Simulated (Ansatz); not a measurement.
# Relative stability

Two relaxed structures of AlSiH3SO, singlet (PBE0-D4/def2-TZVP; forces vanish, vibrations not checked).

A:

```
7
angstrom
S -0.4655 -1.3854 0.8282
Al -0.6146 0.3456 -0.4695
O -1.7471 1.1246 -1.4361
Si 1.3630 -0.1560 0.6020
H -2.6528 0.8452 -1.5611
H 1.8173 0.4350 1.8883
H 2.4934 -0.9168 0.0075
```

B:

```xyz
7
angstrom
S -2.1536 1.2006 -1.6371
Al -0.3836 0.5716 -0.5489
O -0.1957 -0.8019 0.5058
Si 1.3749 -0.2174 0.6504
H -2.8445 0.1579 -1.1355
H 1.7644 0.2178 2.0193
H 2.4380 -1.1287 0.1460
```

Ansatz 0.2.0; basis: def2-TZVPP; cores frozen in the correlated methods. B3LYP uses VWN-RPA correlation.

**Question.** Which structure is lower at CCSD(T), and by how much? (Judge from chemistry; the value comes from the calculation.)

**Answer.** The calculation gives: A, by 42.6 kJ/mol (electronic energy, against the other). By their contacts, A is AlSiH₃SO ([OH][Al]1[SiH2][S]1) and B is AlSiH₃SO ([SH][Al]1[O][SiH2]1).

All methods give the same order:

```tsv
method	E(B) − E(A) (kJ/mol)
PBE-D4	46.7
r2SCAN-D4	45.1
PBE0-D4	52.3
B3LYP-D4	40.2
wB97M-V	42.6
HF	45.2
MP2	47.2
CCSD	42.7
CCSD(T)	42.6
```

No T1 diagnostic of these runs exceeds 0.015.

Labels in which every atom is bracketed show which atoms are joined, not bond orders.

For scale, one of the runs: CCSD(T)/def2-TZVPP, 199 basis functions, launched by `ansatz run in.yaml --threads 2 --pin off --events-out ev --progress --plain --max-ram 4352MiB`. Hardware: 2 CPU threads of an Arm Neoverse V1, shared host. Wall time 60 s; peak host memory 2.1 GiB.
